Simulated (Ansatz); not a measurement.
Program: Ansatz. Geometries: PBE0-D4/def2-TZVP. ΔE: electronic, gas phase. CCSD(T)/CBS adds triple-zeta CCSD(T) − MP2 to the extrapolated MP2 energy (def2 sets, frozen cores). This one scheme is used for every species. DFT in def2-TZVPP. B3LYP here is the variant with VWN-RPA as its local correlation; programs differ in this. Each species was taken in one conformer, which may not be the lowest.

Reaction (hydrogenolysis of the Al–O bond): `O=[C]1[CH2][Al]1[OH]` + H₂ → `O=[C]1[CH2][AlH]1` + H₂O

`O=[C]1[CH2][Al]1[OH]`:

```xyz
8

O    -0.101    1.781   -1.792
C     0.008    0.808   -1.117
C     1.061    0.389   -0.154
Al   -0.693   -0.344    0.327
O    -1.348   -1.280    1.565
H     1.334   -0.653   -0.422
H     1.944    1.004    0.029
H    -2.204   -1.705    1.565
```

H₂:

Cartesian coordinates in Å:
```
H 0.299 0.087 -0.205
H -0.299 -0.087 0.205
```

`O=[C]1[CH2][AlH]1`:

```xyz
7

O     1.223   -0.351    1.835
C     0.707   -0.317    0.760
C     0.082    0.760   -0.017
Al   -0.685   -1.012   -0.459
H     0.483    0.711   -1.052
H     0.013    1.786    0.346
H    -1.824   -1.575   -1.414
```

H₂O:

Z-matrix (Å, degrees):
```
O
H 1 0.960
H 1 0.960 2 105.1
```

Is it downhill or uphill in electronic energy at CCSD(T)/CBS, and by how much? (Estimate.)

The calculation gave: Uphill: ΔE = +119.5 kJ/mol.

What do these levels give: B3LYP-D4, r2SCAN0-D4, ωB97X-V, BLYP, r2SCANh, CCSD/def2-TZVPP? (Best estimate.)

Computed: B3LYP-D4 122.0, r2SCAN0-D4 120.8, ωB97X-V 117.8, BLYP 122.8, r2SCANh 123.7, CCSD/def2-TZVPP 117.1 kJ/mol.

Largest T1 diagnostic among the species: 0.021, so the coupled-cluster value is less sure than usual.

From PBE to PBE0 (25 % exact exchange), in def2-TZVPP and without D4, ΔE moves by −4.8 kJ/mol. In def2-TZVPP, CCSD(T) changes the Hartree–Fock value by +14.6 kJ/mol (the triples alone add +3.8 kJ/mol) and MP2 by +23.2 kJ/mol.
